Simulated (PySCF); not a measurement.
C7H10N2Si.
Atom-mapped SMILES: `[H]/[N:1]=[CH:2]\[CH2:3][SiH2:4][c:5]1[cH:6][cH:7][cH:8][n:9][cH:10]1`

Structure used (GFN2-xTB), in Å, numbered top down from 1:
```
atom  x, y, z in Å
N1    -2.0454    2.0128   -0.2118
C2    -2.4608    0.8672   -0.5149
C3    -2.3830   -0.3853    0.2781
Si4   -0.9423   -1.4910   -0.3445
C5     0.7010   -0.6393    0.0177
C6     1.0351    0.5956   -0.5374
C7     2.2544    1.1782   -0.2354
C8     3.1150    0.4986    0.6127
N9     2.8210   -0.6742    1.1484
C10    1.6533   -1.2155    0.8586
H11   -1.6213    2.0811    0.7140
H12   -2.9123    0.7721   -1.4998
H13   -3.3106   -0.9458    0.1722
H14   -2.2357   -0.1566    1.3355
H15   -1.0927   -1.6938   -1.7892
H16   -0.9969   -2.7633    0.3800
H17    0.3432    1.1025   -1.1953
H18    2.5300    2.1357   -0.6496
H19    4.0827    0.9049    0.8777
H20    1.4602   -2.1735    1.3253
```

Probes without a nucleus sit at each ring's centroid and 1 Å off its mean plane on both sides; NICS is minus the shielding there, NICSzz its component along the normal. Level: GIAO PBE0/pcSseg-1 (PySCF, non-relativistic, gas phase) on the GFN2-xTB geometry, one conformer.

Ring bond lengths (Å), with Mayer bond orders in brackets: C5–C6 1.394 (1.41), C6–C7 1.385 (1.45), C7–C8 1.386 (1.39), C8–N9 1.322 (1.47), N9–C10 1.319 (1.50), C10–C5 1.395 (1.39).

Question: Give the NICS values of each ring in ppm.

Answer: 
| ring | type | NICS(0) | NICS(1), two faces | NICS(1)zz, two faces | rms pucker (Å) | centre to ring atoms, mean (Å) |
| --- | --- | --- | --- | --- | --- | --- |
| C5–C6–C7–C8–N9–C10 | 6-membered ring with N; formal bonds all aromatic | -6.8 | -11.3 / -11.2 | -28.7 / -28.1 | 0.00 | 1.37 |

Question: What do they say, and how far can they be read as aromaticity?

Answer: 
- C5–C6–C7–C8–N9–C10: mean NICS(1)zz -28.4 ppm, shielded. The ring is flat and has no four-coordinate atom; by the NICS criterion it is aromatic.

Question: What does the geometric index give? Use HOMA with the parameters of Krygowski (1993).

Answer: 
- C5–C6–C7–C8–N9–C10: HOMA 0.99; the largest term is that of N9–C10, α(R − Ropt)² = 0.02. The geometric and the magnetic index point the same way.

Question: At the second NICS(1) probe listed for ring C5–C6–C7–C8–N9–C10, 1 Å off the ring, how large is the induced field along the normal in 11.7 T applied along it?

Answer: NICSzz × B0 = -28.1 ppm × 11.7 T = -329 μT, against the applied field.

Question: List the ring angles and the Hirshfeld charges of the ring atoms.

Answer: 
- C5–C6–C7–C8–N9–C10: C5 116.2° (-0.103 e), C6 119.8° (-0.029 e), C7 118.3° (-0.049 e), C8 123.0° (+0.022 e), N9 118.1° (-0.163 e), C10 124.6° (+0.015 e); sum 720.0° against 720° for a flat convex ring.

The run took 3.1 min wall, 2.1 min CPU on Intel Xeon at 2.50 GHz, one thread, shared host with 64 logical CPUs at a one-minute load of 62, and the process peaked at 1.0 GiB of memory. This is the whole shielding run at PBE0/pcSseg-1, SCF included.
